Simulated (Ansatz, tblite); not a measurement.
Removing an electron: [GeH5]- (GeH5⁻). The state is a singlet with charge -1. Geometry: PBE0-D4/def2-TZVPD. Ansatz, gas phase; energy differences of separate SCF runs; the oxidised species was run as a doublet alone.

```xyz
6

Ge    0.0000   -0.0001    0.0000
H    -0.8180    1.4093    0.5714
H     0.8179   -1.4092   -0.5720
H     1.3558    0.8153   -0.0708
H    -0.9623   -0.0478   -1.2569
H    -0.3934   -0.7675    1.3283
```

The xTB rows come from tblite. Correlated methods freeze 9 core orbitals; core or outer-core shells of Ge are correlated, in sets that lack core-valence functions.

```json
{"level": "GFN2-xTB", "−HOMO (eV)": "3.96", "vertical IE (eV)": "6.95", "−LUMO (eV)": "-3.29", "HOMO–LUMO gap (eV)": "7.25", "remarks": "–"}
{"level": "HF/def2-TZVPPD", "−HOMO (eV)": "–", "vertical IE (eV)": "1.41", "−LUMO (eV)": "–", "HOMO–LUMO gap (eV)": "–", "remarks": "–"}
{"level": "PBE-D4/def2-TZVPD", "−HOMO (eV)": "-1.20", "vertical IE (eV)": "1.68", "−LUMO (eV)": "-3.66", "HOMO–LUMO gap (eV)": "2.47", "remarks": "HOMO above zero (-1 singlet)"}
{"level": "r2SCAN-D4/def2-TZVPD", "−HOMO (eV)": "-1.01", "vertical IE (eV)": "1.64", "−LUMO (eV)": "-4.18", "HOMO–LUMO gap (eV)": "3.17", "remarks": "HOMO above zero (-1 singlet)"}
{"level": "PBE0-D4/def2-TZVPD", "−HOMO (eV)": "-0.21", "vertical IE (eV)": "1.81", "−LUMO (eV)": "-4.28", "HOMO–LUMO gap (eV)": "4.07", "remarks": "HOMO above zero (-1 singlet)"}
{"level": "MP2/def2-TZVPPD", "−HOMO (eV)": "–", "vertical IE (eV)": "1.93", "−LUMO (eV)": "–", "HOMO–LUMO gap (eV)": "–", "remarks": "–"}
{"level": "CCSD/def2-TZVPPD", "−HOMO (eV)": "–", "vertical IE (eV)": "1.96", "−LUMO (eV)": "–", "HOMO–LUMO gap (eV)": "–", "remarks": "–"}
{"level": "CCSD(T)/def2-TZVPPD", "−HOMO (eV)": "–", "vertical IE (eV)": "1.95", "−LUMO (eV)": "–", "HOMO–LUMO gap (eV)": "–", "remarks": "–"}
```

Relaxing the oxidised species (PBE0-D4/def2-TZVPD) changes its energy by -0.45 eV at PBE0-D4/def2-TZVPD, so the adiabatic ionisation energy to this nearest minimum is 1.36 eV. On the way the bond Ge1–H2 breaks. At PBE-D4/def2-TZVPD it is 1.44 eV.    A HOMO above zero means that the electron is unbound at that level or that self-interaction error raises the level; the energy of removing that electron tells which. Raw xTB energy differences between charge states are shifted by several eV; the methods need an empirical correction for them.
